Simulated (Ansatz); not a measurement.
A made-up structure of CH₅OSn (charge +1), singlet:

```csv
atom,x (Å),y (Å),z (Å)
C1,-0.2501,0.6810,-1.1214
O2,-0.7748,0.1224,-0.3713
Sn3,0.1962,-0.6201,1.0138
H4,-0.9632,0.9675,-1.7337
H5,0.9115,0.9040,-1.2003
H6,-0.7179,0.3639,2.1934
H7,1.9170,-0.1618,0.7085
H8,-0.3186,-2.2568,0.5111
```

It is relaxed with PBE-D4/def2-SVP and then PBE0-D4/def2-TZVP (Ansatz 0.2.0). Atoms count as bonded within 1.22 times the sum of their covalent radii (H–H: 0.88 Å). The end point is not checked to be a true minimum.

(1) Does its bonding change? (A judgement: the text doesn't fix the answer.)

Results:

(1) The calculation gives: Yes. Formed: none; broken: C1–Sn3.

Where it ends: The first stage lowers the energy by 4.18 eV in 8 steps. It ends as CH₅OSn ([CH2][O][SnH3]), total charge +1:
C1  (-0.280, 0.846, -1.385)
O2  (-0.735, 0.187, -0.466)
Sn3  (0.225, -0.769, 1.252)
H4  (-0.966, 1.231, -2.147)
H5  (0.794, 1.062, -1.470)
H6  (-0.607, 0.083, 2.442)
H7  (1.807, -0.295, 0.889)
H8  (-0.238, -2.345, 0.885)
(Å)

Labels in which every atom is bracketed show which atoms are joined, not bond orders.

For scale, one of the runs: PBE0-D4/def2-TZVP relaxation, 142 basis functions, launched by `ansatz run in.yaml --threads 2 --pin off --events-out ev --progress --plain --max-ram 4352MiB`. Hardware: 2 CPU threads of an Arm Neoverse V1, shared host. Wall time about 16 s.
